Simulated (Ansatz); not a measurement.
Question: Name a neutral molecule of B, Cl, O, S, Si and H with LUMO energy (PBE/def2-TZVPP) between -2.10 and -1.80 eV and HOMO–LUMO gap (PBE0/def2-TZVPP) between 6.85 and 7.15 eV (Ansatz, PBE0-D4/def2-TZVP geometry).

Answer: `OB(S)[SiH2]Cl` (-1.94 eV, 6.91 eV); `BO[SiH](S)Cl` (-1.93 eV, 7.10 eV). Other molecules can fit too; these were computed, each in one conformer that needn't be the lowest.
